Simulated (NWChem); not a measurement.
## Atomisation of diphosphane (H4P2)

SMILES: PP
```xyz
6

P      1.0086     0.5217     0.0000
P     -1.0086    -0.5217     0.0000
H      1.5409    -0.3163     1.0313
H      1.5409    -0.3163    -1.0313
H     -1.5409     0.3163     1.0313
H     -1.5409     0.3163    -1.0313
```
Charge 0, spin multiplicity 1.

All runs are NWChem calculations. All single points use one geometry, from B3LYP/def2-SVP, a minimum by its harmonic frequencies. It is one conformer; others weren't searched.

Basis set: def2-TZVP. The atomisation energy is electronic alone: no zero-point, thermal, spin-orbit or counterpoise terms. No value is extrapolated to the basis-set limit. Free atoms are single determinants with multiplicities P 4, H 2. Correlated methods freeze the same cores in atoms and molecule, 10 orbitals in all.

| method | atomisation energy (kcal/mol) | relative cost |
|---|---|---|
| MP2 | 336.4 | under 3 |
| PBE | 370.3 | under 3 |
| B3LYP | 372.1 | under 3 |
| BP86 | 383.4 | under 3 |
| CCSD(T) | 347.0 | 20 |
| TPSS | 379.9 | under 3 |
| PBE0 | 365.1 | under 3 |
| LDA (SVWN5) | 422.1 | under 3 |
| M06-2X | 371.7 | under 3 |
| HF | 248.5 | 1 |

The values span 173.6 kcal/mol, from HF (lowest) to LDA (SVWN5) (highest). The cost column gives rough processor time relative to HF; each entry includes its own SCF. Costs are the molecule's.

B3LYP has NWChem's definition, with VWN1-RPA local correlation. No SCF solution was tested for a lower state. Open-shell Hartree-Fock references start from PBE0 orbitals; any time given for them includes that run. Coupled-cluster values serve here as a point of comparison, not as the truth.
